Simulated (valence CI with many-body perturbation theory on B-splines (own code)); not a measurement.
Results of a calculation; reference values are marked as such.
Energy levels of Eu³¹⁺

Level of theory: configuration interaction combined with many-body perturbation theory (CI+MBPT): four valence electrons over a frozen Dirac-Fock core [Ar] 3d10, radial functions for each j: 9 s, 9 p, 8 d, 6 f, 3 g, 1 h, with the one-electron correlation potential Σ1, the two-electron term Σ2, the three-electron term Σ3, Breit, model QED; selected CI, second order for the rest, scaled by the run's own slope (own B-spline code, finite nucleus).

The last digits are not significant, and no measured levels were compared; by estimate large intervals hold to a few tenths of a per cent, small ones and those within an open d or f shell to about a per cent.

Levels 1 to 32 of 32, with energies above the lowest level, (4s^2 4p1/2^2) J=0. "Leading %" is the weight of the configuration and term that name the level; weights of strongly mixed levels are sums over their largest components and can fall short, so below about 35 % the name and the second component can differ from the true leading terms, or belong to a minority configuration. In the jj column 3d3/2^4 stands for four electrons in 3d with j = 3/2.

```tsv
No.	Configuration	Term	J	E (cm⁻¹)	Leading %	Leading jj	g
1	4s2 4p2	3P	0	0	73	4s^2 4p1/2^2 (98 %)	
2	4s2 4p2	3P	1	294130	99	4s^2 4p1/2 4p3/2 (99 %)	1.498
3	4s2 4p2	1D	2	320820	60	4s^2 4p1/2 4p3/2 (98 %)	1.194
4	4s2 4p2	3P	2	635070	60	4s^2 4p3/2^2 (98 %)	1.301
5	4s2 4p2	1S	0	694640	72	4s^2 4p3/2^2 (98 %)	
6	4s 4p3	5S°	2	852400	42	4s 4p1/2^2 4p3/2 (92 %)	1.643
7	4s 4p3	3D°	1	944830	44	4s 4p1/2^2 4p3/2 (89 %)	0.987
8	4s 4p3	3D°	2	1123000	47	4s 4p1/2 4p3/2^2 (90 %)	1.514
9	4s 4p3	3D°	3	1175500	91	4s 4p1/2 4p3/2^2 (91 %)	1.326
10	4s2 4p 4d	3F°	2	1206400	47	4s^2 4p1/2 4d3/2 (73 %)	0.883
11	4s 4p3	3P°	0	1231100	96	4s 4p1/2 4p3/2^2 (96 %)	
12	4s 4p3	3P°	1	1255200	38	4s 4p1/2 4p3/2^2 (82 %)	1.262
13	4s 4p3	1P°	1	1295100	32	4s 4p1/2 4p3/2^2 (81 %)	1.389
14	4s 4p3	1D°	2	1299400	39	4s 4p1/2 4p3/2^2 (58 %)	0.959
15	4s2 4p 4d	3D°	1	1359900	38	4s^2 4p1/2 4d3/2 (77 %)	0.891
16	4s2 4p 4d	3F°	3	1360000	68	4s^2 4p1/2 4d5/2 (87 %)	1.112
17	4s2 4p 4d	3P°	2	1377000	43	4s^2 4p1/2 4d5/2 (85 %)	1.294
18	4s 4p3	3P°	2	1516400	39	4s 4p3/2^3 (74 %)	1.369
19	4s2 4p 4d	3P°	1	1594500	24	4s^2 4p3/2 4d3/2 (51 %)	1.193
20	4s2 4p 4d	3D°	2	1618100	44	4s^2 4p3/2 4d3/2 (84 %)	1.026
21	4s2 4p 4d	3F°	4	1623200	99	4s^2 4p3/2 4d5/2 (99 %)	1.248
22	4s2 4p 4d	3P°	0	1631300	95	4s^2 4p3/2 4d3/2 (95 %)	
23	4s2 4p 4d	3D°	3	1636700	41	4s^2 4p3/2 4d3/2 (78 %)	1.169
24	4s2 4p 4d	3P°	1	1677900	44	4s 4p3/2^3 (43 %)	1.294
25	4s2 4p 4d	3P°	2	1708800	39	4s^2 4p3/2 4d5/2 (70 %)	1.293
26	4s2 4p 4d	1F°	3	1748400	58	4s^2 4p3/2 4d5/2 (83 %)	1.133
27	4s2 4p 4d	1P°	1	1781900	65	4s^2 4p3/2 4d5/2 (78 %)	0.967
28	4s 4p2 4d	5F	1	1787600	55	4s 4p1/2^2 4d3/2 (91 %)	0.355
29	4p4	3P	2	1789400	21	4s 4p1/2^2 4d3/2 (61 %)	1.250
30	4p4	3P	2	1839200	31	4p1/2^2 4p3/2^2 (46 %)	1.243
31	4s 4p2 4d	5D	3	1886900	29	4s 4p1/2^2 4d5/2 (85 %)	1.375
32	4p4	1S	0	1898100	50	4p1/2^2 4p3/2^2 (86 %)
```

The ionisation energy to 4s2 4p 2P°_1/2 of the next ion comes out as 1251 eV (NIST: 1249 ± 4 eV (theoretical)). All 32 levels together are meant to be complete up to 1962300 cm⁻¹.
